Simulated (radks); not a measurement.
The numbers below are computed, except where a source is named.
The mercury ion Hg2+, [Xe] 4f14 5d10. Level of theory: non-relativistic Kohn-Sham, PBE, spin-polarised, spherical densities, point nucleus (a radial shooting solver on a logarithmic mesh with Libxc functionals). Every spin shell is full or empty, so the densities are truly spherical. Functionals are evaluated on that one density, not self-consistently. Rank these orbital-free kinetic functionals by their error against the exact value of the orbitals, and give that value: Thomas-Fermi, TF + vW, TF + vW/9, APBEK, revAPBEK, Perdew 92, Thakkar, PG1, Ernzerhof.

Answer. Exact: 18407.5 hartree. From best to worst, with 100 (|E| - |E exact|)/|E exact| (equal figures are ties): APBEK +0.04, revAPBEK +0.18, Ernzerhof -0.48, Perdew 92 -0.68, TF + vW/9 -0.69, Thakkar -0.78, Thomas-Fermi -4.62, PG1 +12.40, TF + vW +30.78.
